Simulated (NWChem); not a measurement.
System: CH5F2NSi2; SMILES F[SiH](F)/N=C/[SiH3]

```xyz
11

F     -0.6965    -1.9417     1.0289
Si     0.3316    -1.5253    -0.1485
F     -0.2454    -2.1676    -1.5060
N      0.4045     0.1876    -0.3554
C     -0.2376     1.0583     0.3148
Si    -0.0472     2.9252    -0.0340
H      1.6595    -2.0930     0.1406
H     -0.9377     0.7613     1.1311
H      0.4388     3.5909     1.2137
H      0.9105     3.1340    -1.1538
H     -1.3928     3.4837    -0.3692
```
Atoms are numbered in this order, from 1.

The geometry was optimised at PBE0/def2-SVP.

### Question
Give the principal values of the shielding tensors (ppm) of F1, Si2, F3, N4, C5 from PBE0/6-31G* (spherical d), GIAO (NWChem), with their diamagnetic and paramagnetic parts as GIAO splits them.

### Answer
| atom | σ11 | σ22 | σ33 | isotropic | diamagnetic | paramagnetic |
|---|---|---|---|---|---|---|
| F1 | 274.9 | 353.5 | 401.3 | 343.2 | 470.4 | -127.2 |
| Si2 | 422.9 | 437.5 | 485.7 | 448.7 | 880.2 | -431.5 |
| F3 | 278.8 | 331.2 | 388.4 | 332.8 | 469.9 | -137.0 |
| N4 | -541.3 | -169.1 | 247.6 | -154.3 | 323.0 | -477.2 |
| C5 | -103.9 | -53.9 | 146.7 | -3.7 | 255.7 | -259.4 |
